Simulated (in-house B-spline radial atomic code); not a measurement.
Configurations of Sb6+, with energies counted from [Kr] (4d3/2)4 (4d5/2)5. Computed with a radial B-spline atomic code at the basis-set limit: Dirac-Hartree-Fock, average of each configuration as written, Fermi nucleus of rms radius 4.6802 fm. Energies include first-order Breit, QED and recoil terms.

Occupations are held fixed; configurations that lie above the ionisation limit could autoionise.

```tsv
configuration	E - E(ref) (eV)	highest orbital	its <r> (bohr)
[Kr] (4d3/2)4 (4d5/2)4 (6d3/2)1	87.857	6d3/2	4.276
[Kr] (4d3/2)3 (4d5/2)5 (7f5/2)1	104.58	7f5/2	8.2
[Kr] (4d3/2)2 (4d5/2)6 (8g9/2)1	110.85	8g9/2	12.18
[Ar] 3d10 4s2 (4p1/2)1 (4p3/2)4 (4d3/2)4 (4d5/2)5 (5p3/2)1	136.39	5p3/2	2.017
[Ar] 3d10 4s2 (4p1/2)1 (4p3/2)4 (4d3/2)4 (4d5/2)5 (7f5/2)1	189.69	7f5/2	8.168
[Ar] 3d10 4s2 (4p1/2)1 (4p3/2)4 (4d3/2)4 (4d5/2)5 (8f7/2)1	193.61	8f7/2	11.17
```

Task: Order these further configurations by energy, lowest first.
A. [Ar] 3d10 4s2 (4p1/2)1 (4p3/2)4 (4d3/2)3 (4d5/2)6 8s1
B. [Kr] (4d3/2)3 (4d5/2)6
C. [Kr] (4d3/2)2 (4d5/2)6 (5p3/2)1
D. [Ar] 3d10 4s2 (4p1/2)1 (4p3/2)4 (4d3/2)3 (4d5/2)6 (7g9/2)1
E. [Ar] (3d3/2)3 (3d5/2)6 4s2 4p6 (4d3/2)4 (4d5/2)5 (7g7/2)1

Result: B (1.2675 eV), C (52.393 eV), A (185.51 eV), D (190.91 eV), E (617.63 eV).

Task: How far above the reference does [Kr] (4d3/2)3 (4d5/2)5 (7p1/2)1 lie?

Result: 95.058 eV; its least bound orbital is 7p1/2 with <r> = 5.58 bohr.
